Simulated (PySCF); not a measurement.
## Excitation energy of Li by level of theory

Li [He] 2s1 (2S) → Li [He] 2p1 (2P), as a difference of total energies. Calculation: PySCF 2.14, in aug-cc-pVTZ with one added diffuse shell each of s, p, d, f type (6s5p4d3f, 62 functions); the non-relativistic Hamiltonian (point nucleus). The calculations carry no spin-orbit coupling.

```json
{"method": "UHF", "excitation energy (eV)": "1.842"}
{"method": "LDA", "excitation energy (eV)": "1.600"}
{"method": "PBE", "excitation energy (eV)": "1.558"}
{"method": "PBE0", "excitation energy (eV)": "1.642"}
{"method": "r2SCAN", "excitation energy (eV)": "1.608"}
{"method": "BLYP", "excitation energy (eV)": "1.521"}
{"method": "B97-3", "excitation energy (eV)": "1.528"}
{"method": "B3LYP", "excitation energy (eV)": "1.603"}
```

**Question.** Which method comes closest to the reference value, and which is furthest?

**Answer.** The reference is 1.848 eV (measured; NIST levels, between the centres of gravity of the two terms). Closest: UHF (error -0.006 eV); furthest: BLYP (error -0.327 eV).
